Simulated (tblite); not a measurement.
Run record: tight-binding relaxation, `[GeH3][O]C1=CCOBCB1`.

Computed with GFN2-xTB geometry optimisation, gas phase (tblite 0.8.0). Start geometry: from a force field or distance geometry. The input is one job of a driver script: a line of settings, then coordinates in Å.

Command:
```bash
OMP_NUM_THREADS=1 python probes_run.py task.json out
```

Input:
```
{"job": {"kind": "relax", "xc": "GFN2-xTB", "basis": "xTB"}, "charge": 0, "multiplicity": 1}
Ge     3.003800    -0.014400    -0.842800
O      2.008600     0.455100     0.595200
C      0.639700     0.197800     0.598200
C      0.268500    -1.040000     0.341800
C     -1.023500    -1.730400     0.256700
O     -2.077300    -1.011300    -0.235400
B     -2.418100     0.174700     0.528400
C     -1.750300     1.610300     0.315300
B     -0.275500     1.442500     0.877000
H      4.186600     0.986100    -0.959800
H      2.134900     0.006700    -2.109300
H      3.622800    -1.401400    -0.571000
H      1.116300    -1.696900     0.202300
H     -1.207500    -2.239100     1.214300
H     -0.860500    -2.580200    -0.463000
H     -3.585300     0.245400     0.738500
H     -2.319300     2.425400     0.803600
H     -1.741700     1.741600    -0.807900
H      0.268000     2.437200     1.190300
```

Output:
```
step      E/eV     max force
  0    -711.78729    3.059
  1    -712.16346    2.113
  2    -712.47330    2.120
  3    -712.62204    1.112
  4    -712.70055    0.681
  5    -712.74293    0.634
  6    -712.81316    0.557
  7    -712.85833    0.532
  8    -712.90622    0.518
  9    -712.94904    0.606
... (117 lines left out)
127    -713.53691    0.018
128    -713.53696    0.020
129    -713.53701    0.022
130    -713.53707    0.022
131    -713.53713    0.015
132    -713.53717    0.013
133    -713.53720    0.013
134    -713.53723    0.015
135    -713.53725    0.013
136    -713.53727    0.010
```

«max force» is the largest atomic force in eV/Å.

From which step on does the largest force stay under 0.1 eV/Å, and how much energy is left to gain from there?

From step 113 (0.077 eV/Å), 4.7 meV above the end.

Main results: energy lowered by 40.4 kcal/mol over 136 steps; largest atomic force 0.010 eV/Å at the end.

Where do the atoms end?

0.926 Å rms from the input after alignment:
```
atom  x, y, z in Å
Ge1    3.3179   -0.1235   -0.4808
O2     1.8674    0.7880   -0.1247
C3     0.5623    0.3851   -0.0084
C4     0.2407   -0.9107   -0.1516
C5    -1.1258   -1.5132   -0.0455
O6    -1.8947   -1.0869    1.0664
B7    -2.3124    0.1571    1.2451
C8    -1.9616    1.3115    0.1932
B9    -0.4306    1.5322    0.3621
H10    4.3198    0.9742   -0.4346
H11    3.2235   -0.7631   -1.8401
H12    3.5663   -1.1793    0.5613
H13    1.0419   -1.6207   -0.3487
H14   -1.0355   -2.6002    0.0471
H15   -1.6943   -1.2940   -0.9628
H16   -2.9487    0.3411    2.2112
H17   -2.5587    2.2071    0.3400
H18   -2.1961    0.8937   -0.7885
H19    0.0088    2.5106    0.8317
```

Time: 1.9 s of wall time. Hardware: an Arm Neoverse N1 with one thread, on a shared host.
Labels such as C1 count atoms from 1, the log's own numbers from 0.
